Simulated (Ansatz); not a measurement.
Ta(NH)(OSiH3)3 (TaSi₃NO₃H₁₀), relaxed as a singlet with RKS PBE-D4/def2-SVP in Ansatz, starting from the GFN2-xTB geometry. Force threshold 0.02 eV/Å.

In the def2 sets Ta takes a core potential; there is no spin–orbit coupling.

Start:

```csv
atom,x (Å),y (Å),z (Å)
Ta1,-0.304,-0.352,-0.032
N2,-1.636,-1.551,-0.144
H3,-2.387,-2.223,-0.207
O4,-1.009,1.393,-0.372
Si5,-1.867,2.732,-0.657
H6,-3.112,2.643,0.115
H7,-2.110,2.792,-2.105
H8,-1.039,3.863,-0.211
O9,1.026,-0.777,-1.339
Si10,1.916,-1.357,-2.558
H11,1.312,-2.617,-3.007
H12,3.272,-1.557,-2.027
H13,1.905,-0.335,-3.614
O14,0.443,-0.404,1.727
Si15,0.816,-0.541,3.293
H16,0.087,-1.694,3.837
H17,0.416,0.717,3.940
H18,2.272,-0.732,3.361
```

```tsv
step	energy (eV)	largest force component (eV/Å)	SCF passes
1	-32953.2950	2.117	22
2	-32953.6384	1.107	20
3	-32953.6968	0.293	21
4	-32953.7216	0.066	22
5 (rejected)	-32953.7196	0.471	21
6	-32953.7303	0.039	21
7	-32953.7351	0.095	20
8 (rejected)	-32953.7340	0.171	22
9	-32953.7369	0.052	22
10	-32953.7378	0.068	22
11	-32953.7384	0.032	23
12	-32953.7386	0.056	22
13	-32953.7388	0.033	23
14	-32953.7392	0.046	21
15	-32953.7395	0.032	23
16	-32953.7398	0.008	22
17	-32953.7403	0.034	21
18	-32953.7406	0.038	21
19	-32953.7409	0.029	22
20	-32953.7413	0.053	21
21	-32953.7416	0.042	22
22	-32953.7420	0.041	23
23	-32953.7424	0.027	22
24	-32953.7425	0.063	21
25	-32953.7428	0.028	23
26	-32953.7429	0.009	24
27	-32953.7431	0.006	22
28 (rejected)	-32953.7403	0.164	19
29	-32953.7433	0.020	21
```

Force components are those of the run's own axes.

End:

```xyz
18

Ta   -0.0768   -0.0704    0.0044
N    -1.4003   -1.2682   -0.0264
H    -2.1561   -1.9528   -0.0434
O    -0.8210    1.6672   -0.3765
Si   -2.0515    2.7530   -0.7592
H    -3.3889    2.0641   -0.7082
H    -1.8174    3.2931   -2.1436
H    -2.0274    3.8859    0.2300
O     1.2179   -0.5603   -1.3377
Si    1.8538   -1.5043   -2.5802
H     0.9301   -2.6515   -2.8862
H     3.1938   -2.0352   -2.1531
H     2.0217   -0.6497   -3.8053
O     0.7247   -0.0941    1.7578
Si    0.9047   -0.6086    3.3524
H    -0.0962   -1.6868    3.6667
H     0.6918    0.5624    4.2706
H     2.2970   -1.1438    3.5379
```

By distances, no bond broke or formed. The bond that changes most is O4–Si5, from 1.62 to 1.69 Å (atoms count from 1).

The force fell under the threshold at step 16, but the optimiser went on and released 0.003 eV more. No frequencies were taken in this run, so the end may be a saddle point.

It took 49 s on 2 threads of AMD EPYC 7R13 on a shared host and a share (18 GiB) of an NVIDIA H100 80GB HBM3, peak host memory 0.84 GiB.
